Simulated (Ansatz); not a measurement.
Gas-phase electronic energies from Ansatz, PBE0-D4/def2-TZVP geometries. CBS: MP2 limit from def2 TZ/QZ plus the TZ coupled-cluster correction, frozen cores. This one scheme is used for every species. Double bonds are as drawn, so ΔE can hold a change between cis and trans. DFT in def2-TZVPP. B3LYP here is the variant with VWN-RPA as its local correlation; programs differ in this. One conformer a species, not always the lowest.

Consider the formal exchange of groups at the Si–C bond: `O/C(=C\F)[SiH2]F` + `CON` → `CO[SiH2]F` + `N/C(O)=C\F`.

CCSD(T)/CBS gives -283.9 kJ/mol.

**Question.** Another level gave -279.2 kJ/mol. Which?
A. B2PLYP/def2-TZVPP
B. B3LYP/def2-TZVPP
C. HF/def2-TZVPP
D. PBE-D4/def2-TZVPP

**Answer.** B. B3LYP -279.2, PBE-D4 -264.7, B2PLYP -284.9, HF/def2-TZVPP -302.9 kJ/mol.

Largest T1 diagnostic among the species: 0.013.

In def2-TZVPP, CCSD(T) changes the Hartree–Fock value by +21.3 kJ/mol (the triples alone add +4.2 kJ/mol) and MP2 by +8.3 kJ/mol. From PBE to PBE0 (25 % exact exchange), in def2-TZVPP and without D4, ΔE moves by −13.2 kJ/mol.
